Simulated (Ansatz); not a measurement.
Reaction (formal exchange of groups at a C–C bond): `FCC(Br)I` + `CCI` → `CC(I)CF` + `BrCI`

Calculated with Ansatz (gas phase, PBE0-D4/def2-TZVP geometries, no zero-point term in ΔE). CCSD(T)/CBS is the MP2 limit (def2-TZVPP, def2-QZVPP) plus CCSD(T) − MP2 in def2-TZVPP, frozen cores. Functionals use def2-TZVPP. def2 core potentials past Kr. For Br, I outer-core shells are correlated without core-valence functions, which leaves a few kJ/mol of doubt a bond. Scalar relativity is left out up to krypton. One conformer a species, not always the lowest.

(1) Is it downhill or uphill in electronic energy at CCSD(T)/CBS, and by how much? (Best estimate.)

(2) What do these levels give: PBE0-D4, ωB97X-V, ωB97M-V, PBE, SCS-MP2/def2-TZVPP, MP2/CBS(def2)? (Best estimate.)

Largest T1 diagnostic among the species: 0.009.

Results:

(1) Ansatz gave: Nearly level: ΔE = +2.8 kJ/mol.

(2) Ansatz gave: PBE0-D4 1.3, ωB97X-V 0.6, ωB97M-V 0.9, PBE 2.1, SCS-MP2/def2-TZVPP 2.5, MP2/CBS(def2) 4.5 kJ/mol.
